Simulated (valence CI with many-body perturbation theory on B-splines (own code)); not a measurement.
Hyperfine factors and g values of Hg57+

Calculated by valence CI with perturbative core correlation (CI+MBPT): five valence electrons over a frozen Dirac-Fock core [Ar], a basis of 7 s, 7 p, 8 d, 6 f, 4 g, 1 h functions for each j, with the one-electron correlation potential Σ1 (screened to all orders), the two-electron term Σ2, the three-electron term Σ3, Breit, model QED; selected single and double excitations, second order for the rest, scaled by the run's own slope (own B-spline code, finite nucleus).

No measured spectrum was set against this ion. As an estimate, large intervals hold to a few tenths of a per cent, small ones and those within an open d or f shell to about a per cent. Excitations out of the core, of the other parity, are not computed and may begin above about 277 eV (a cautious bound); beyond it only levels of the ground parity were kept, without lifetimes. Only levels of the ground parity were solved; by the run's estimate the other parity begins above the list, which can be wrong where configurations are misplaced.

A/g_I is the dipole constant over the nuclear g factor μ/I (μ in nuclear magnetons, uniformly magnetised nucleus), B/Q the quadrupole constant per barn. Both hold the static response of the core; the bare values leave it out. Large factors of s and p1/2 electrons are usually good to 5 to 10 %; those of open d and f shells near neutrality can be off by tens of per cent, and small factors of p3/2, d and f electrons come from cancelling terms and can be off by a factor of two or in sign, in half-filled shells by more. B is blank for J = 1/2, where it vanishes, and for nearly pure S terms. Energies count from the lowest level.

Levels are named by their leading jj configuration (3d3/2^4 stands for four electrons in 3d with j = 3/2), which in mixed levels can hold well under half, so a name can repeat and another be missing. Letters in brackets count levels of one name in rising energy.

```tsv
Level	E (Ry)	g	A/g_I (MHz)	A/g_I bare	B/Q (MHz/b)	B/Q bare
(3d3/2^4 3d5/2) J=5/2	0.000	1.250	49100	50300	95800	96400
(3d3/2^3 3d5/2^2) J=5/2 [a]	6.549	1.323	29000	30400	33600	33700
(3d3/2^3 3d5/2^2) J=7/2 [a]	7.463	1.158	57400	58200	102000	103000
(3d3/2^3 3d5/2^2) J=11/2	7.541	1.091	74700	75200	-5240	-5540
(3d3/2^3 3d5/2^2) J=3/2 [a]	7.639	1.129	74500	75300	83900	84600
(3d3/2^3 3d5/2^2) J=9/2	8.028	1.125	66400	67100	105000	105000
(3d3/2^3 3d5/2^2) J=5/2 [b]	8.361	1.123	68400	69100	-8430	-8450
(3d3/2^3 3d5/2^2) J=7/2 [b]	8.706	1.063	81300	81800	-113000	-114000
(3d3/2^3 3d5/2^2) J=1/2	8.726	1.754	-39200	-36100		
(3d3/2^3 3d5/2^2) J=3/2 [b]	10.200	0.800	129000	128000	-112000	-113000
(3d3/2^2 3d5/2^3) J=5/2 [a]	13.916	1.319	21000	22400	4790	4840
(3d3/2^2 3d5/2^3) J=7/2 [a]	14.637	1.205	48600	49600	-3480	-3520
(3d3/2^2 3d5/2^3) J=11/2	14.640	1.087	72600	73100	1360	1380
(3d3/2^2 3d5/2^3) J=9/2 [a]	14.812	1.137	62600	63300	-8150	-8230
(3d3/2^2 3d5/2^3) J=13/2	15.028	1.063	78300	78800	-73.8	-64.0
(3d3/2^2 3d5/2^3) J=1/2 [a]	15.264	0.423	213000	211000		
(3d3/2^2 3d5/2^3) J=3/2 [a]	15.353	1.156	60700	61500	2060	2060
(3d3/2^2 3d5/2^3) J=5/2 [b]	15.422	1.019	86700	87000	-7820	-7850
(3d3/2^2 3d5/2^3) J=9/2 [b]	15.839	1.093	71900	72400	2010	2030
(3d3/2^2 3d5/2^3) J=7/2 [b]	16.035	0.977	96300	96400	-2010	-2030
(3d3/2^2 3d5/2^3) J=3/2 [b]	16.236	0.855	120000	119000	7080	7190
(3d3/2^2 3d5/2^3) J=5/2 [c]	16.241	1.046	81200	81600	7610	7640
(3d3/2^2 3d5/2^3) J=7/2 [c]	16.760	1.024	87000	87300	2070	2080
(3d3/2^2 3d5/2^3) J=1/2 [b]	16.776	1.742	-54700	-51700		
(3d3/2^2 3d5/2^3) J=9/2 [c]	17.483	1.101	70300	70900	25600	25900
(3d3/2^2 3d5/2^3) J=3/2 [c]	18.746	1.174	56400	57300	-21500	-21700
(3d3/2^2 3d5/2^3) J=5/2 [d]	19.094	1.171	56200	57100	19200	19400
(3d3/2 3d5/2^4) J=5/2 [a]	22.129	1.244	33500	34600	-40900	-41100
(3d3/2 3d5/2^4) J=7/2 [a]	22.875	1.173	55800	56600	-115000	-116000
(3d3/2 3d5/2^4) J=11/2	22.967	1.067	75900	76300	4040	4340
(3d3/2 3d5/2^4) J=3/2 [a]	23.135	1.000	81000	81200	-88100	-88800
(3d3/2 3d5/2^4) J=9/2	23.563	1.111	67100	67800	-124000	-125000
(3d3/2 3d5/2^4) J=5/2 [b]	23.952	1.105	68200	68800	20200	20400
(3d3/2 3d5/2^4) J=7/2 [b]	24.236	1.017	84600	84900	130000	131000
(3d3/2 3d5/2^4) J=1/2	24.799	1.363	-22100	-20700		
(3d3/2 3d5/2^4) J=3/2 [b]	26.147	0.851	127000	126000	129000	130000
(3d5/2^5) J=5/2	31.006	1.153	53700	54500	-124000	-125000
```

Task: Take the isotope of mass number 201, with I = 3/2, μ = -0.558 μN and Q = 0.387 b. What is the hyperfine structure of (3d3/2^3 3d5/2^2) J=7/2 [b]?

Result: From the table A = -30200 MHz, B = -43800 MHz. Shifts from the centre of gravity in MHz: F = 2: 180000, F = 3: 121000, F = 4: 12800, F = 5: -170000.
